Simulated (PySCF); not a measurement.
Spectra and structures to be paired. Method: PySCF 2.14.0, density-fitted response routines, TDDFT CAM-B3LYP/def2-SVPD, vertical, gas phase, core orbitals frozen in the response. Geometries: PBE0-D3(BJ)/def2-SVP; one conformer of each isolated species. Triplets are in the Tamm–Dancoff approximation.

A. `CCCC[O][AlH2]`
B. `COB(OC)S[SiH3]`
C. `CC(C)=C(C)CCl`

Lowest singlet levels (six at most, fewer where fewer were computed) with oscillator strengths:

1. 202 nm (f 0.339); 190 nm (f 0.098); 181 nm (f 0.003); 180 nm (f 0.024); 171 nm (f 0.070); 168 nm (f 0.001); T1 3.91 eV
2. 194 nm (f 0.026); 185 nm (f 0.010); 175 nm (f 0.114); 162 nm (f 0.002); 160 nm (f 0.008); 158 nm (f 0.070); T1 6.06 eV
3. 216 nm (f 0.002); 192 nm (f 0.035); 182 nm (f 0.006); 169 nm (f 0.003); 164 nm (f 0.008); 162 nm (f 0.064); T1 5.35 eV

Question: Which spectrum belongs to which structure?

Answer: 1 = C, 2 = B, 3 = A.
- A: S1 at 5.74 eV, HOMO→LUMO (85%); Löwdin shares by element: HOMO oxygen 38%, aluminium 15%, hydrogen 13% or more, carbon 10% or more (atoms not listed hold the other 23%); LUMO aluminium 53%, hydrogen 21% or more, oxygen 12%; HOMO -9.07 and LUMO 0.12 eV.
- B: S1 at 6.40 eV, HOMO→LUMO+1 (50%), HOMO→LUMO (35%); Löwdin shares by element: HOMO sulfur 67%, silicon 10%, boron 8% (atoms not listed hold the other 15%); LUMO boron 36%, sulfur 14%, silicon 11%, carbon 7% or more (atoms not listed hold the other 33%); HOMO -8.63 and LUMO 0.81 eV.
- C: S1 at 6.15 eV, HOMO→LUMO (89%); Löwdin shares by element: HOMO carbon 67% or more, chlorine 7% (atoms not listed hold the other 26%); LUMO carbon 49% or more, chlorine 28% (atoms not listed hold the other 24%); HOMO -8.09 and LUMO 0.82 eV.
